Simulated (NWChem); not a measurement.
Species: C₂H₆AlN; SMILES C=[CH][AlH][NH2]

```xyz
10

Al    -0.4520     0.5350     0.0000
H     -2.0400     0.5376     0.0000
C      0.5604    -1.1295     0.0000
C     -0.0634    -2.3202     0.0000
H      1.6536    -1.1571     0.0000
H      0.4704    -3.2724     0.0000
H     -1.1506    -2.4059     0.0000
N      0.3814     2.1121     0.0000
H     -0.0940     3.0064     0.0000
H      1.3845     2.2506     0.0000
```
Atoms are numbered in this order, from 1.

Structure relaxed at the B3LYP/6-31G* (spherical d) level.

Symmetry labels are those of Cs in the frame above (b1 and b2, or b-type labels, depend on it).

Question: List the 6 lowest vertical singlet excitations from Hartree-Fock/6-31+G* (spherical d), CIS (NWChem).

Answer: 
| state | energy (eV) | oscillator strength | symmetry | leading excitation (squared amplitude) |
|---|---|---|---|---|
| S1 | 6.75 | 0.004 | a" | HOMO−2 → LUMO+4 (0.41) |
| S2 | 6.91 | 0.053 | a" | HOMO−1 → LUMO (0.43) |
| S3 | 7.00 | 0.564 | a' | HOMO → LUMO+1 (0.45) |
| S4 | 7.38 | 0.151 | a" | HOMO → LUMO+2 (0.50) |
| S5 | 7.84 | 0.004 | a' | HOMO−1 → LUMO+1 (0.56) |
| S6 | 8.10 | 0.000 | a" | HOMO → LUMO+3 (0.32) |
